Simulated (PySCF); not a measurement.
# Mayer bond orders and bond lengths

C₅H₅NO.
Atom-mapped SMILES: `[CH3:1][O:2][C@H:3]1[CH:4]=[C:5]1[C:6]#[N:7]` (hydrogens: H8, H9, H10 on C1; H11 on C3; H12 on C4)

Structure used (GFN2-xTB), in Å, numbered top down from 1:
```
atom  x, y, z in Å
C1    -1.6015   -0.9582    0.0668
O2    -1.0971    0.1006    0.8531
C3    -0.1553    0.8762    0.1914
C4     0.9733    1.4378    0.9643
C5     1.3028    0.4382    0.1764
C6     2.1916   -0.4702   -0.3458
N7     2.8935   -1.2544   -0.8094
H8    -2.0699   -0.5792   -0.8491
H9    -2.3466   -1.4649    0.6758
H10   -0.8062   -1.6624   -0.2036
H11   -0.5513    1.3943   -0.6842
H12    1.2679    2.1414    1.7031
```

Bond orders from the PBE0/pcSseg-1 density (PySCF). The structure is a single GFN2-xTB conformer in the gas phase; no vibrational or solvent corrections.

Q: How far do the computed orders between heavy atoms stray from the drawn ones?

A: The largest departure is 0.461, at C4–C5 (drawn double, 1.539). Drawn single, order below 0.88: C5–C3 (0.846). Drawn double or triple, more than 0.30 short of the drawn order: C4–C5 (1.539).

Q: Give the Mayer order of every bond, beside its length.

A: 
```csv
bond,drawn as,length (Å),Mayer order
C1–O2,single,1.412,0.914
O2–C3,single,1.388,0.987
C3–C4,single,1.479,0.978
C4–C5,double,1.315,1.539
C5–C6,single,1.374,1.039
C6–N7,triple,1.150,2.961
C5–C3,single,1.523,0.846
C1–H8,single,1.096,0.960
C1–H9,single,1.088,0.973
C1–H10,single,1.096,0.958
C3–H11,single,1.092,0.933
C4–H12,single,1.062,1.043
```

By pair of heavy elements: C–O: lowest C1–O2 (0.914, 1.412 Å), highest O2–C3 (0.987, 1.388 Å). C–C: lowest C5–C3 (0.846, 1.523 Å), highest C4–C5 (1.539, 1.315 Å).

Q: Sum the orders of all bonds at each heavy atom with more than one neighbour and set the sums beside the valence in the SMILES.

A: C1 3.805 (drawn 4), O2 1.901 (drawn 2), C3 3.744 (drawn 4), C4 3.560 (drawn 4), C5 3.424 (drawn 4), C6 4.000 (drawn 4). Orders between atoms that aren't bonded are not in these sums.

The Mayer order sums products of elements of PS (density times overlap matrix) between the two atoms' basis functions, so it depends on the basis set.

These values come from a run that also computed NMR shieldings. The run took about 50 s of CPU time (with the writing of density and orbital grids) (one thread, shared machine).
